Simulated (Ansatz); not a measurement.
One change: `[SiH3][AlH][S][SiH3]` becomes `C[O][AlH][S][SiH3]`.

Ansatz, PBE0-D4/def2-TZVP geometries, multiplicity 1. Each molecule was computed in one conformer, which needn't be the lowest.

| property | `[SiH3][AlH][S][SiH3]` |
| --- | --- |
| HOMO energy (B3LYP/def2-TZVPP) / eV | -7.49 |
| LUMO energy (PBE0/def2-TZVPP) / eV | -1.93 |
| HOMO energy (PBE/def2-TZVPP) / eV | -6.62 |
| HOMO–LUMO gap (B3LYP/def2-TZVPP) / eV | 5.41 |
| HOMO–LUMO gap (PBE0/def2-TZVPP) / eV | 5.76 |
| HOMO–LUMO gap (PBE/def2-TZVPP) / eV | 3.95 |

**Question.** Give the same properties after the change, and the shifts. (Estimate.)

**Answer.** Ansatz gave: 
```
                             property  `C[O][AlH][S][SiH3]`  shift
  HOMO energy (B3LYP/def2-TZVPP) / eV                 -7.39   0.10
   LUMO energy (PBE0/def2-TZVPP) / eV                 -0.76   1.17
    HOMO energy (PBE/def2-TZVPP) / eV                 -6.44   0.18
HOMO–LUMO gap (B3LYP/def2-TZVPP) / eV                  6.44   1.03
 HOMO–LUMO gap (PBE0/def2-TZVPP) / eV                  6.89   1.13
  HOMO–LUMO gap (PBE/def2-TZVPP) / eV                  4.92   0.97
```

B3LYP here is the variant with VWN-RPA as its local correlation; programs differ in this.
